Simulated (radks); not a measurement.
The numbers below are computed, except where a source is named.
Species: Hf. Configuration: [Xe] 4f14 5d2 6s2 (the NIST ground configuration).

Level of theory: scalar-relativistic Kohn-Sham, LDA (Slater exchange, Perdew-Wang correlation), spin-polarised, spherical densities, point nucleus; open shells are filled with parallel spins first (spin-orbit coupling, left out, can overturn this in heavy ions) (a radial shooting solver on a logarithmic mesh with Libxc functionals).

Energy parts (eV):
| part | energy |
|---|---|
| total | -410054.31 |
| kinetic | 449239.87 |
| electron-nucleus | -1011890.35 |
| Hartree | 160721.23 |
| exchange-correlation | -8125.06 |

Orbitals (lengths in bohr, moments of r in powers of bohr):
orbital,occ.,eigenvalue (eV),<r>,<r^4>
1s up,1,-65232.05,0.01900,6.632e-07
1s down,1,-65232.05,0.01900,6.632e-07
2s up,1,-11156.96,0.08042,0.0001008
2s down,1,-11156.91,0.08042,0.0001008
2p up,3,-9800.161,0.07175,0.00007823
2p down,3,-9800.118,0.07175,0.00007823
3s up,1,-2541.480,0.2088,0.003743
3s down,1,-2541.467,0.2088,0.003743
3p up,3,-2136.213,0.2087,0.003996
3p down,3,-2136.200,0.2087,0.003996
3d up,5,-1655.743,0.1890,0.003098
3d down,5,-1655.713,0.1890,0.003098
4s up,1,-511.2524,0.4685,0.08939
4s down,1,-511.2171,0.4685,0.08938
4p up,3,-378.2354,0.4979,0.1192
4p down,3,-378.1992,0.4979,0.1192
4d up,5,-206.3526,0.5355,0.1805
4d down,5,-206.3031,0.5354,0.1802
4f up,7,-16.9743,0.6791,1.003
4f down,7,-16.8190,0.6754,0.9594
5s up,1,-67.3160,1.136,3.153
5s down,1,-66.7570,1.133,3.109
5p up,3,-35.9607,1.346,6.721
5p down,3,-35.1930,1.340,6.598
5d up,2,-3.2325,2.453,124.8
5d down,0,-2.2882,2.578,174.7
6s up,1,-5.5531,3.378,270.0
6s down,1,-4.8162,3.503,321.4

The highest occupied level is 5d up at -3.232 eV. Spin moment in Bohr magnetons: 2. The density falls to 0.001 e/bohr^3 at r = 4.96 bohr. Summed over all electrons, <r^2> = 71.94 bohr^2, which gives a Langevin (diamagnetic) susceptibility term of -57 x 10^-6 cm^3/mol.
